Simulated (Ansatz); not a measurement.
Species: SiCl, charge 1, singlet. SiCl+ (parent SMILES [Si]Cl, singlet).
B3LYP-D3(BJ)/def2-TZVP minimum from Ansatz (a quantum-chemistry and plane-wave program):
```xyz
2

Si     0.0000     0.0000    -1.0778
Cl     0.0000     0.0000     0.8876
```
Charge +1, spin multiplicity 1.

Total energies in aug-cc-pV(Q+d)Z, 10 correlated electrons, 10 frozen orbitals. Radicals and triplets start from unrestricted determinants; spin-orbit coupling is neglected. Correlated methods leave the cores frozen. No relativity.

```json
[
 {"method": "HF", "program": "Ansatz", "energy (Eh)": "-748.20359", "minus CCSDT(Q) (mEh)": "324.29"},
 {"method": "MP2", "program": "Ansatz", "energy (Eh)": "-748.48654", "minus CCSDT(Q) (mEh)": "41.34"},
 {"method": "CCSD", "program": "Ansatz", "energy (Eh)": "-748.51027", "minus CCSDT(Q) (mEh)": "17.61"},
 {"method": "CCSD(T)", "program": "Ansatz", "energy (Eh)": "-748.52611", "minus CCSDT(Q) (mEh)": "1.77"},
 {"method": "CCSDT(Q)", "program": "Ansatz", "energy (Eh)": "-748.52788", "minus CCSDT(Q) (mEh)": "0.00"}
]
```

Rough core times of Ansatz's runs on a shared machine: CCSD(T) 30 s, CCSDT(Q) 20 min.
